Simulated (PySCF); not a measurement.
# Working out the excitation energy of Kr⁺

Kr⁺ [Ar] 3d10 4s2 4p5 (2P) → Kr⁺ [Ar] 3d10 4s1 4p6 (2S). All numbers are calculated (PySCF 2.14, scalar relativity through the core potential, in aug-cc-pVTZ-PP with ECP10MDF). Frozen: 3s2 3p6 3d10. Energies in hartree (1 hartree = 27.21139 eV):

```
            part  Kr⁺ (lower)  Kr⁺ (upper)
             UHF  -461.718388  -461.062385
CCSD correlation    -0.160859    -0.303583
             (T)    -0.004297    -0.035264
```

Problem. What does Hartree-Fock give?

Solution. (-461.062385) − (-461.718388) = 0.656003 hartree = 17.851 eV.

Problem. What do CCSD and CCSD(T) give?

Solution. The CCSD correlation energies differ by -0.142724 hartree = -3.884 eV and the triples by -0.030967 hartree = -0.843 eV, so CCSD gives 13.967 eV and CCSD(T) 13.124 eV.

Measured between the centres of the two terms (NIST): 13.292 eV, so CCSD(T) (valence) is off by -0.168 eV.

The coupled-cluster amplitudes are large, so a single reference is strained.

What remains against the reference includes basis incompleteness, the frozen core and higher excitations.
